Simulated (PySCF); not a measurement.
Gas-phase reaction: SbF5 + 5 ClF ⇌ SbCl5 + 5 F2

Energies from PySCF, thermal terms from the rigid-rotor harmonic-oscillator model, ideal gas at 1 bar. † marks an energy on the PBE0/def2-TZVP geometry and frequencies; other levels use their own. MP2 freezes the core. All species are closed-shell singlets. Sb: scalar-relativistic def2 core potential, no spin-orbit coupling. MP2 isn't extrapolated to the basis-set limit; its ΔH°(298 K) is 1039.7 kJ in def2-SVP and 1157.8 kJ in def2-TZVPP. The harmonic model lacks anharmonicity and excited electronic states, which grow with temperature; levels with a mode under 35 cm⁻¹ are left out. Soft modes under 120 cm⁻¹ make the harmonic entropy rough for SbF5, SbCl5.

```
level               ΔE electronic, kJ  ΔH°(298 K), kJ  ΔS°(298 K), J/K  ΔG°(1800 K), kJ
------------------  -----------------  --------------  ---------------  ---------------
MP2/def2-SVP†                    1040            1040              -19             1070
PBE0/def2-SVP†                    914             914              -19              944
PBE0/def2-TZVP                   1107            1106              -19             1137
LDA/def2-TZVP†                   1119            1119              -19             1149
ωB97M-V/def2-TZVP†               1136            1136              -19             1166
```
ΔH° is lowest at PBE0/def2-SVP† and highest at ωB97M-V/def2-TZVP†. No reference value is set beside these.
